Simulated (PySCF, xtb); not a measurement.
germanium monotelluride cation (GeTe), SMILES [Te]=[Ge] (connectivity only; charge and spin as stated), charge +1, multiplicity 2.

Harmonic wavenumbers (cm⁻¹) from GFN2-xTB (xtb) at its own minimum, in rising order: 280.

What does PBE-D3(BJ)/def2-TZVP in PySCF 2.14.0 give at its own minimum? (The exact figures need the calculation; the answer reports its results.)

259. Paired by order, the mean absolute difference is 21 cm⁻¹ and the zero-point energies are 0.4 and 0.4 kcal/mol.
